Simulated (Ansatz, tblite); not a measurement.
Removing and adding an electron: Be2Te2 (the lowest singlet isomer of a short search). Charge 0, multiplicity 1. Geometry: PBE0-D4/def2-TZVP. Ansatz, gas phase; energy differences of separate SCF runs; the oxidised species was run as a doublet alone; the reduced species was run as a doublet alone.

Cartesian coordinates in Å:
```
Be -0.1857 -0.0881 1.0232
Be 0.1857 0.0881 -1.0232
Te -1.0877 1.6881 -0.0520
Te 1.0877 -1.6881 0.0520
```

In the def2 sets Te takes a core potential; there is no spin–orbit coupling. The xTB rows come from tblite. Correlated methods freeze 8 core orbitals; core or outer-core shells of Te are correlated, in sets that lack core-valence functions. The structure comes from a short search, and lower isomers may exist.

```json
{"level": "GFN2-xTB", "−HOMO (eV)": "6.44", "vertical IE (eV)": "10.70", "−LUMO (eV)": "3.97", "vertical EA (eV)": "-0.36", "HOMO–LUMO gap (eV)": "2.47", "IE − EA (eV)": "11.06", "remarks": "–"}
{"level": "HF/def2-TZVPP", "−HOMO (eV)": "–", "vertical IE (eV)": "7.24", "−LUMO (eV)": "–", "vertical EA (eV)": "–", "HOMO–LUMO gap (eV)": "–", "IE − EA (eV)": "–", "remarks": "spin-contaminated (⟨S²⟩ 0.92) (+1 doublet)"}
{"level": "PBE-D4/def2-TZVPD", "−HOMO (eV)": "5.30", "vertical IE (eV)": "–", "−LUMO (eV)": "3.61", "vertical EA (eV)": "1.66", "HOMO–LUMO gap (eV)": "1.69", "IE − EA (eV)": "–", "remarks": "HOMO above zero (-1 doublet)"}
{"level": "r2SCAN-D4/def2-TZVP", "−HOMO (eV)": "5.50", "vertical IE (eV)": "7.86", "−LUMO (eV)": "3.31", "vertical EA (eV)": "–", "HOMO–LUMO gap (eV)": "2.19", "IE − EA (eV)": "–", "remarks": "–"}
{"level": "r2SCAN-D4/def2-TZVPD", "−HOMO (eV)": "5.50", "vertical IE (eV)": "–", "−LUMO (eV)": "3.31", "vertical EA (eV)": "1.72", "HOMO–LUMO gap (eV)": "2.19", "IE − EA (eV)": "–", "remarks": "HOMO above zero (-1 doublet)"}
{"level": "PBE0-D4/def2-TZVPD", "−HOMO (eV)": "6.19", "vertical IE (eV)": "–", "−LUMO (eV)": "2.90", "vertical EA (eV)": "1.63", "HOMO–LUMO gap (eV)": "3.30", "IE − EA (eV)": "–", "remarks": "–"}
```

**Question.** Estimate the rows for GFN1-xTB, PBE-D4/def2-TZVP, PBE0-D4/def2-TZVP, CCSD/def2-TZVPP, CCSD(T)/def2-TZVPP.

**Answer.** 
```tsv
level	−HOMO (eV)	vertical IE (eV)	−LUMO (eV)	vertical EA (eV)	HOMO–LUMO gap (eV)	IE − EA (eV)	remarks
GFN1-xTB	8.64	11.80	7.60	4.47	1.04	7.33	–
PBE-D4/def2-TZVP	5.28	7.78	3.60	–	1.69	–	–
PBE0-D4/def2-TZVP	6.18	7.92	2.88	–	3.30	–	–
CCSD/def2-TZVPP	–	7.95	–	–	–	–	spin-contaminated (⟨S²⟩ 0.92) (+1 doublet)
CCSD(T)/def2-TZVPP	–	7.98	–	–	–	–	spin-contaminated (⟨S²⟩ 0.92) (+1 doublet)
```

Run but left out: MP2/def2-TZVPP (charge +1 doublet: ⟨S²⟩ 0.92, where a pure state has 0.75).   A HOMO above zero means that the electron is unbound at that level or that self-interaction error raises the level; the energy of removing that electron tells which. Raw xTB energy differences between charge states are shifted by several eV; the methods need an empirical correction for them. A negative affinity means that the extra electron isn't bound; its size then hangs on the basis.
